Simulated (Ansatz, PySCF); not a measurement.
System: CH$_{3}$ (charge 0, doublet). SMILES: [CH3+]
Geometry: optimised at B3LYP-D3(BJ)/def2-TZVP (Ansatz, a program for electronic structure).

Quantity: atomisation energy (electronic, to ground-state atoms), in kJ/mol. Cores are frozen in the correlated levels unless marked. Open shells are spin-unrestricted. Spin-orbit coupling is left out. Non-relativistic. The coupled-cluster limit lacks core correlation, which all-electron functionals hold. CBS(X,Y): correlation extrapolated as X^-3; Hartree-Fock from the larger set.

| level | program | atomisation energy (kJ/mol) | minus last row |
|---|---|---|---|
| PBE/def2-TZVPD | Ansatz | 1295.2 | 10.4 |
| PBE-D3(BJ)/def2-TZVPD | Ansatz + dftd3 | 1297.4 | 12.6 |
| TPSS-D3(BJ)/def2-TZVPD | PySCF + dftd3 | 1314.1 | 29.3 |
| TPSSh-D4/def2-TZVPD | PySCF + dftd4 | 1312.4 | 27.6 |
| MP2/CBS(aug-cc-pVTZ,aug-cc-pVQZ) | Ansatz | 1278.9 | -5.9 |
| MP2/CBS(def2-TZVPP,def2-QZVPP) | Ansatz | 1279.0 | -5.8 |
| SCS-MP2/cc-pVDZ | Ansatz | 1197.4 | -87.4 |
| SCS-MP2/def2-QZVPPD | Ansatz | 1280.5 | -4.3 |
| CCSD/CBS(def2-TZVPPD,def2-QZVPPD) | Ansatz | 1276.6 | -8.2 |
| CCSD(T)/CBS(aug-cc-pVTZ,aug-cc-pVQZ) | Ansatz | 1284.8 | 0.0 |
